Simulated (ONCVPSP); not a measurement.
## K (Z = 19): excitation energies, all-electron against ONCV

```json
{
 "Element": "potassium (K)",
 "Generator": "ONCVPSP 4.0.1",
 "Type": "optimised norm-conserving Vanderbilt (ONCV)",
 "Functional": "PBE",
 "Relativity": "scalar-relativistic",
 "Frozen core": "[Ne]",
 "Valence charge": "9",
 "Reference configuration": "3s2 3p6 4s1",
 "Partial waves": "3s+4s: rc 1.95 bohr, ncon 3, nbas 7, qcut 6.6 1/bohr, 2 projectors; 3p: rc 2.20 bohr, ncon 5, nbas 8, qcut 4.9 1/bohr, 2 projectors, debl 2.2 Ha; d scattering state at 0.37 Ha: rc 1.70 bohr, ncon 4, nbas 8, qcut 4.9 1/bohr, local",
 "Local potential": "the d channel",
 "Core correction": "polynomial model core, fcfact 0.55"
}
```

Energies are relative to the spin-unpolarised reference configuration 3s2 3p6 4s1; without spin polarisation the order of configurations can differ from experiment.

```tsv
valence configuration	charge	ΔE all-electron (eV)	error AE − PS (meV)
3s2 3p6 4s0	+1	4.314	-0.2
3s2 3p6 4s0.5	+0.5	1.641	0.0
3s2 3p6 4s0 4p1	0	1.553	+0.4
3s1 3p6 4s1	+1	41.994	-90
```

Levels in the configuration 3s2 3p6 4s0:

```tsv
level	all-electron (eV)	pseudo (eV)
3s	-41.452	-41.458
3p	-24.884	-24.885
```

Note: no bound ghost flagged; GHOST(+) flagged for s at 42.0 eV.
